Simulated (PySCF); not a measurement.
Numbering as in the mapped SMILES `[N:1]#[C:2][C:3]1=[CH:4][CH2:5][CH:6]=[CH:7][CH:8]=[CH:9]1`; H(Xn) means a hydrogen on atom n.

Geometry: GFN2-xTB; GIAO shifts from PySCF 2.14, gas phase, non-relativistic, averaged over equivalent atoms.

At PBE0/STO-3G (52 basis functions, 5.3 s wall time on 1 thread of an Intel Xeon Platinum 8488C, shared host):
```csv
atoms,δ (ppm)
N1,235.7
C8,113.1
C9,111.2
C7,107.7
C4,105.2
C3,97.4
C6,97.1
C2,91.7
C5,31.7
H(C9),7.02
H(C8),7.00
H(C7),6.44
H(C4),5.51
H(C6),4.85
H(C5),2.25
```

Shifts are taken against calculated references (same method and geometry level): NH3 for 15N (296.44 ppm); TMS for 13C (236.17 ppm) and 1H (33.02 ppm).

**Question.** Predict the values at PBE0/pcSseg-1 on the same geometry.

**Answer.** 
| atoms | δ at PBE0/pcSseg-1 | change |
| --- | --- | --- |
| N1 | 313.6 | +77.9 |
| C8 | 140.0 | +26.9 |
| C9 | 137.2 | +26.0 |
| C7 | 133.7 | +26.0 |
| C4 | 135.1 | +29.9 |
| C3 | 115.9 | +18.5 |
| C6 | 123.5 | +26.4 |
| C2 | 123.2 | +31.5 |
| C5 | 32.9 | +1.2 |
| H(C9) | 7.23 | +0.21 |
| H(C8) | 7.25 | +0.25 |
| H(C7) | 6.72 | +0.28 |
| H(C4) | 6.05 | +0.54 |
| H(C6) | 5.51 | +0.66 |
| H(C5) | 2.19 | -0.06 |

References, each an isolated molecule treated in the same way: 15N (σref 267.73) vs NH3; 13C (σref 186.93), 1H (σref 31.72) vs TMS.

The largest change is at N1 (nitrile nitrogen). Cost: 188 basis functions, 33 s wall time on 1 thread of an Intel Xeon Platinum 8488C, shared host. The order of the carbon signals changes between the two levels.

Experimental scales use liquid or dissolved standards, which lie at an offset from isolated NH3 (liquid NH3: subtract about 20 ppm). Unscaled 15N shifts of sp2 nitrogen come out 20 to 40 ppm too high even then.
